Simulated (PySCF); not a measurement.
C₂H₆BBr₃Se.
SMILES: `C[Se+](C)[B-](Br)(Br)Br`

The calculation used PBE0-D3(BJ)/def2-SVP geometry optimisation, gas phase in PySCF.

Take the most abundant isotopes and a rigid rotor. 

(1) What are A, B and C (cm⁻¹)?

(2) Classify the top.

(3) What does the inertial defect say?

(4) Give the other two planar moments, Paa and Pbb, and the rms extents of the mass along the axes.

(5) Give the coordinates in the principal-axis frame, origin at the centre of mass.

(6) Where do the levels up to J = 5 lie, in MHz?

(7) Which lines would a microwave search look for?

(8) Estimate the classical rotational partition function at 50 K, 200 K and 500 K.

Answers

(1) Ia = 964.19, Ib = 1051.42, Ic = 1109.01 u·Å²; 505379 MHz·u·Å²/I gives 524.1, 480.7 and 455.7 MHz, that is A = 0.01748, B = 0.01603, C = 0.01520 cm⁻¹.

(2) An asymmetric top; Ray's κ = -0.271.

(3) Not planar: Δ = Ic − Ia − Ib = -906.61 u·Å². For a rigid frame Δ = −2 Σ m c², so Σ m c² = 453.30 u·Å² lies off the ab plane: 3.04 from hydrogen and 450.26 from heavier atoms. The atom farthest from that plane is 2.05 Å away.

(4) Paa = Σ m a² = (Ib + Ic − Ia)/2 = 598.12 and Pbb = Σ m b² = (Ia + Ic − Ib)/2 = 510.89 u·Å². With the mass M = 357.73 u, the rms extents √(P/M) along a, b and c are 1.29, 1.20, 1.13 Å.

(5) The sense of each axis is arbitrary; atoms in the order of the calculation.
```tsv
atom	mass (u)	a (Å)	b (Å)	c (Å)
C1	12.000	2.420	1.468	0.104
Se2	79.917	1.578	-0.008	-0.815
C3	12.000	2.422	-1.461	0.138
B4	11.009	-0.350	0.000	0.069
Br5	78.918	-1.158	1.669	-0.649
Br6	78.918	-1.164	-1.670	-0.641
Br7	78.918	-0.160	0.008	2.048
H8	1.008	3.486	1.489	-0.157
H9	1.008	2.262	1.346	1.183
H10	1.008	1.918	2.378	-0.250
H11	1.008	2.272	-1.308	1.215
H12	1.008	3.486	-1.493	-0.130
H13	1.008	1.914	-2.378	-0.187
```

(6) Above 0(0,0):
J = 1: 1(0,1) 936, 1(1,1) 980, 1(1,0) 1005
J = 2: 2(0,2) 2801, 2(1,2) 2828, 2(1,1) 2903, 2(2,1) 3033, 2(2,0) 3041
J = 3: 3(0,3) 5582, 3(1,3) 5595, 3(1,2) 5743, 3(2,2) 5842, 3(2,1) 5878, 3(3,1) 6126, 3(3,0) 6128
J = 4: 4(0,4) 9273, 4(1,4) 9278, 4(1,3) 9516, 4(2,3) 9581, 4(2,2) 9671, 4(3,2) 9884, 4(3,1) 9895, 4(4,1) 10266, 4(4,0) 10266
J = 5: 5(0,5) 13873, 5(1,5) 13875, 5(1,4) 14210, 5(2,4) 14245, 5(2,3) 14415, 5(3,3) 14580, 5(3,2) 14620, 5(4,2) 14965, 5(4,1) 14968, 5(5,1) 15453, 5(5,0) 15453
Those of J = 1 are B + C, A + C and A + B.

(7) The dipole components are |μa| = 6.11 D, |μb| = 0.00 D, |μc| = 0.54 D; the mirror of this Cs structure is the ac plane, so μb vanishes by symmetry and there are no b-type lines. Intensities carry the squares of the components, which stand as 1.00 : 0.01 (a : c). Some lines, for components of 0.1 D or more:

```
type  branch         J(Ka,Kc)   MHz  lower level (cm⁻¹)
   c       Q  4(4,1) ← 4(3,1)   370               0.330
   c       Q  5(5,1) ← 5(4,1)   485               0.499
   a       R  2(1,2) ← 1(1,1)  1848               0.033
   a       R  2(0,2) ← 1(0,1)  1865               0.031
   c       R  3(2,1) ← 2(1,1)  2976               0.097
   c       R  3(3,0) ← 2(2,0)  3087               0.101
   c       R  3(3,1) ← 2(2,1)  3093               0.101
   a       R  4(1,4) ← 3(1,3)  3683               0.187
   a       R  4(2,3) ← 3(2,2)  3739               0.195
   a       R  4(1,3) ← 3(1,2)  3774               0.192
   c       R  4(2,2) ← 3(1,2)  3928               0.192
   c       R  4(3,1) ← 3(2,1)  4017               0.196
   c       R  4(3,2) ← 3(2,2)  4042               0.195
   a       R  5(0,5) ← 4(0,4)  4600               0.309
   a       R  5(2,3) ← 4(2,2)  4743               0.323
   c       R  5(1,4) ← 4(0,4)  4937               0.309
   c       R  5(2,4) ← 4(1,4)  4967               0.309
```

(8) Point group Cs, symmetry number σ = 1; q = (√π/σ)·√((kT/h)³/(ABC)), k/h = 20836.6 MHz/K: 176000 at 50 K, 1410000 at 200 K, 5560000 at 500 K.

No PBE0-D3(BJ)/def2-SVP frequencies stand behind this structure, so it isn't proved a minimum. No vibrational averaging or centrifugal distortion is included, and the geometry carries the error of its method. A rigid rotor knows nothing of internal rotation, which can split or shift real lines. Quadrupole hyperfine structure (11B, 79Br) is left out.

On one thread, AMD EPYC 9R45 (x86_64), on a shared host, this took 4.1 min and 1.4 GiB of memory at its peak. These figures are those of the optimisation.

The values belong to the conformer `[CH3:1][Se+:2]([CH3:3])[B-:4]([Br:5])([Br:6])[Br:7]`: C1–Se2–B4–Br5 69°.
